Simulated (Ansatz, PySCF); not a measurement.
Gas-phase reaction (SMILES): [CH3][Al]([Br])[Br] + [H][H] (H2) → [Br][AlH][Br] + C (CH4); hydrogen cleaves one Al-C bond, a model of a ligand-exchange step.

Structures are relaxed separately at B3LYP-D3(BJ)/def2-TZVP in Ansatz (a first-principles code). Correlated levels leave the core frozen unless marked. No spin-orbit coupling. The frozen core is the preceding noble-gas configuration, with the filled d and f shells of earlier blocks. No relativistic terms. CBS(X,Y): correlation extrapolated as X^-3; Hartree-Fock from the larger set. Thermal terms are rigid-rotor harmonic-oscillator values from B3LYP-D3(BJ) frequencies (Ansatz or PySCF) at 298.15 K and 1 atm. 1 Eh = 627.5095 kcal/mol.

| species | E, CCSD(T)/CBS(def2-TZVPPD,def2-QZVPPD) (Ansatz) (Eh) | E, wB97X-V/def2-TZVPD (Ansatz) (Eh) | H - E (Eh) |
|---|---|---|---|
| [CH3][Al]([Br])[Br] | -5427.38641 | -5430.30498 | 0.04564 |
| [H][H] (H2) | -1.17452 | -1.17238 | 0.01336 |
| [Br][AlH][Br] | -5388.10871 | -5390.96910 | 0.01468 |
| C (CH4) | -40.45806 | -40.51531 | 0.04840 |

Work out ΔE and ΔH at 298.15 K at the first level, then ΔH at the second.


1. ΔE = [(-5388.10871) + (-40.45806)] - [(-5427.38641) + (-1.17452)] = -0.00584 Eh = -3.7 kcal/mol at CCSD(T)/CBS(def2-TZVPPD,def2-QZVPPD).
2. The terms H - E add up to 0.00408 Eh, so ΔH = (-0.00584 + (0.00408))×627.5095 = -1.1 kcal/mol.
3. At wB97X-V/def2-TZVPD the same steps give ΔE = -4.4 and ΔH = -1.9 kcal/mol, a shift of -0.8 from the first level.
4. These values are not checked against measurement here, since the tables used lack a sound gas-phase enthalpy of formation for at least one species.
